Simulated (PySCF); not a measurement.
# State search for Cs₂

Unrestricted PBE0; basis Cs def2-TZVPP with ECP46; scalar-relativistic core potentials; PySCF 2.14. Outer shells of the fragments: Cs 6s1; Cs 6s1.

Followed along the bond (rough minima from three points):

```csv
2Ms+1,unpaired,⟨S²⟩ at the start,R at minimum (Å),Te (eV)
1,none,0.00,4.76,0.00
3,"σ ↑, π ↑",2.00,4.60,0.94
1,"σ ↑, π ↓",1.00,4.77,1.18
3,σ ↑↑,2.00,none in the scan,≤ 0.39
```

Solutions found at the starting distance of 4.410 Å, counted from the lowest of them; the search is not exhaustive and high or unbound solutions are not listed, so other states can lie among these:

```csv
2Ms+1,unpaired,term,E (eV),⟨S²⟩,⟨Lz²⟩
1,none,¹Σ⁺,0.00,0.00,0.00
3,σ ↑↑,³Σ⁺,0.60,2.00,0.00
3,"σ ↑, π ↑",³Π,0.92,2.00,1.01
1,"σ ↑, π ↓",mixed,1.18,1.00,1.01
3,"σ ↑, δ ↑",³Δ,1.65,2.00,4.00
1,"σ ↑, δ ↓",mixed,1.75,1.00,4.00
```

A term symbol is given only where ⟨S²⟩ and ⟨Lz²⟩ are close to those of a pure state; real π, δ and φ orbitals otherwise mix terms, and g/u labels are left off.

Spin–orbit coupling is left out. Counting both spins, an empty level lies below a filled one in some of these solutions, because spin and occupation are held.
